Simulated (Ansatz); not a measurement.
Pt₃⁺. Total charge 1; doublet. Geometry PBE-D4/def2-TZVP, that of the neutral singlet; atoms count from 1.

```tsv
atom	x (Å)	y (Å)	z (Å)
Pt1	-0.819	1.170	0.012
Pt2	0.092	-0.819	1.166
Pt3	0.727	-0.350	-1.178
```

In the def2 sets Pt takes a core potential; there is no spin–orbit coupling. The charge 1 doublet is spin-contaminated (final ⟨S²⟩ up to 1.31, 0.75 for a pure state). The structure comes from a short search, and lower isomers may exist.

**Question.** Estimate the Mulliken populations from the PBE0/def2-TZVP orbitals of Ansatz.

**Answer.** 
| atom | charge (e) | spin (α − β) | d electrons |
| --- | --- | --- | --- |
| Pt1 | 0.32 | 0.31 | 8.81 |
| Pt2 | 0.35 | 0.87 | 8.73 |
| Pt3 | 0.33 | -0.18 | 8.84 |
Mulliken values depend strongly on the basis.

**Question.** Where does the spin sit?

**Answer.** Summed by element: Pt 1.00, of 1 unpaired in all. Largest on single atoms: Pt2 0.87, Pt1 0.31, Pt3 -0.18.

**Question.** And the Mayer bond orders between heavy atoms (over 0.3)?

**Answer.** Pt1–Pt2 1.40 (2.47 Å); Pt1–Pt3 1.14 (2.47 Å); Pt2–Pt3 1.03 (2.47 Å).
